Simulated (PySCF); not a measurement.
C4H6F2Si (SMILES C=C[Si](F)(F)C=C), singlet, geometry from GFN2-xTB, atoms displaced at random by about 0.03 Å a coordinate; HF/STO-3G, gradient by finite differences run with PySCF.

The PySCF input:
```python
from pyscf import gto, scf

mol = gto.Mole()
mol.atom = '''
    C    -2.628077    0.693526    0.641707
    C    -1.319741    1.097113    0.338148
    Si   -0.017562   -0.132697   -0.220517
    F     0.610318    0.380455   -1.546422
    F    -0.609331   -1.522076   -0.561405
    C     1.422676   -0.404781    1.044376
    C     2.609469    0.013570    0.859637
    H    -2.844933   -0.316223    0.580963
    H    -3.375914    1.444852    0.947393
    H    -1.060400    2.121212    0.384064
    H     1.132743   -0.952537    1.922925
    H     2.878629    0.663860   -0.016156
    H     3.386634   -0.077943    1.571872
'''
mol.basis = 'sto-3g'
mol.charge = 0
mol.spin = 0
mol.verbose = 4
mol.build()

mf = scf.RHF(mol)
mf.conv_tol = 1e-11
mf.kernel()
scan, done = mf.as_scanner(), []
scan.scf_summary = {}
def energy(d):
    c = mol.atom_coords()
    c[11, 1] += d
    e = scan(mol.set_geom_(c, unit='Bohr', inplace=False))
    done.append(scan.converged)
    return e
h = 1e-5
fd = (energy(h) - energy(-h)) / (2 * h)
print('dE/dx =', fd)
```

Question: Write the output that PySCF gives for this input, abridged.

Answer: 
```
PySCF version 2.14.0

[INPUT] verbose = 4
[INPUT] num. atoms = 13
[INPUT] num. electrons = 62
[INPUT] charge = 0
[INPUT] spin (= nelec alpha-beta = 2S) = 0
[INPUT] symmetry False subgroup None
[INPUT] Mole.unit = angstrom
[INPUT] Symbol           X                Y                Z      unit          X                Y                Z       unit  Magmom
[...]
nuclear repulsion = 368.921670212546
number of shells = 29
number of NR pGTOs = 135
number of NR cGTOs = 45
basis = sto-3g
ecp = {}

******** <class 'pyscf.scf.hf.RHF'> ********
method = RHF
initial guess = minao
damping factor = 0
level_shift factor = 0
DIIS = <class 'pyscf.scf.diis.CDIIS'>
diis_start_cycle = 1
diis_space = 8
diis_damp = 0
SCF conv_tol = 1e-11
SCF conv_tol_grad = None
SCF max_cycles = 50
direct_scf = True
direct_scf_tol = 1e-13
Set gradient conv threshold to 3.16228e-06
Initial guess from minao.
init E= -635.654758289607
[...]
cycle= 1 E= -634.637769118188  delta_E= 1.02  |g|= 0.459  |ddm|= 4.49
[...]
cycle= 2 E= -634.737499012177  delta_E= -0.0997  |g|= 0.0946  |ddm|= 0.92
[...]
cycle= 3 E= -634.741832343053  delta_E= -0.00433  |g|= 0.0277  |ddm|= 0.179
[...]
cycle= 4 E= -634.742360804051  delta_E= -0.000528  |g|= 0.00743  |ddm|= 0.077
[...]
cycle= 5 E= -634.742388636986  delta_E= -2.78e-05  |g|= 0.00295  |ddm|= 0.0153
[...]
cycle= 6 E= -634.742394008595  delta_E= -5.37e-06  |g|= 0.000794  |ddm|= 0.00707
[...]
cycle= 7 E= -634.742394345858  delta_E= -3.37e-07  |g|= 0.000255  |ddm|= 0.00175
[...]
cycle= 8 E= -634.742394394125  delta_E= -4.83e-08  |g|= 0.000142  |ddm|= 0.000551
[...]
cycle= 9 E= -634.742394406473  delta_E= -1.23e-08  |g|= 1.57e-05  |ddm|= 0.000394
[...]
cycle= 10 E= -634.742394406645  delta_E= -1.72e-10  |g|= 4.72e-06  |ddm|= 4.02e-05
[...]
cycle= 11 E= -634.742394406665  delta_E= -2e-11  |g|= 1.36e-06  |ddm|= 1.22e-05
[...]
cycle= 12 E= -634.742394406665  delta_E= 4.55e-13  |g|= 2.13e-07  |ddm|= 4.08e-06
[...]
Extra cycle  E= -634.742394406666  delta_E= -7.96e-13  |g|= 9.7e-08  |ddm|= 3.88e-07
converged SCF energy = -634.742394406666
Create scanner for <class 'pyscf.scf.hf.RHF'>

WARN: Mole.unit (angstrom) is changed to Bohr

New geometry
   1 C     -2.628077000000   0.693526000000   0.641707000000 AA   -4.966345764269   1.310574200265   1.212650482216 Bohr
   2 C     -1.319741000000   1.097113000000   0.338148000000 AA   -2.493949045360   2.073243097700   0.639007109569 Bohr
[...]
Extra cycle  E= -634.742394162384  delta_E= 3.64e-12  |g|= 1.95e-07  |ddm|= 7.63e-07
converged SCF energy = -634.742394162384

WARN: Mole.unit (angstrom) is changed to Bohr

New geometry
   1 C     -2.628077000000   0.693526000000   0.641707000000 AA   -4.966345764269   1.310574200265   1.212650482216 Bohr
   2 C     -1.319741000000   1.097113000000   0.338148000000 AA   -2.493949045360   2.073243097700   0.639007109569 Bohr
   3 Si    -0.017562000000  -0.132697000000  -0.220517000000 AA   -0.033187370200  -0.250760987551  -0.416716735811 Bohr
   4 F      0.610318000000   0.380455000000  -1.546422000000 AA    1.153333868892   0.718955752721  -2.922314053002 Bohr
   5 F     -0.609331000000  -1.522076000000  -0.561405000000 AA   -1.151468709207  -2.876306780773  -1.060901694961 Bohr
   6 C      1.422676000000  -0.404781000000   1.044376000000 AA    2.688468003992  -0.764925230428   1.973584611069 Bohr
   7 C      2.609469000000   0.013570000000   0.859637000000 AA    4.931181740543   0.025643583510   1.624478496543 Bohr
   8 H     -2.844933000000  -0.316223000000   0.580963000000 AA   -5.376144212737  -0.597574864288   1.097860958506 Bohr
   9 H     -3.375914000000   1.444852000000   0.947393000000 AA   -6.379552880085   2.730374570530   1.790313302330 Bohr
  10 H     -1.060400000000   2.121212000000   0.384064000000 AA   -2.003865582489   4.008509732141   0.725775774305 Bohr
  11 H      1.132743000000  -0.952537000000   1.922925000000 AA    2.140574039518  -1.800034053515   3.633801608079 Bohr
  12 H      2.878629000000   0.663854708228  -0.016156000000 AA    5.439820424231   1.254503585054  -0.030530415268 Bohr
  13 H      3.386634000000  -0.077943000000   1.571872000000 AA    6.399810744140  -0.147290923327   2.970407582872 Bohr

******** <class 'pyscf.scf.hf.RHF_Scanner'> ********
method = RHF_Scanner
initial guess = minao
damping factor = 0
level_shift factor = 0
DIIS = <class 'pyscf.scf.diis.CDIIS'>
diis_start_cycle = 1
diis_space = 8
diis_damp = 0
SCF conv_tol = 1e-11
SCF conv_tol_grad = None
SCF max_cycles = 50
direct_scf = True
direct_scf_tol = 1e-13
Set gradient conv threshold to 3.16228e-06
init E= -634.74239695194
[...]
cycle= 1 E= -634.742394650926  delta_E= 2.3e-06  |g|= 1.87e-06  |ddm|= 6.85e-06
[...]
cycle= 2 E= -634.742394650932  delta_E= -5.91e-12  |g|= 9.05e-07  |ddm|= 3.49e-06
[...]
Extra cycle  E= -634.742394650929  delta_E= 3.18e-12  |g|= 4.2e-07  |ddm|= 1.6e-06
converged SCF energy = -634.742394650929
dE/dx = 0.024427265543636164
```
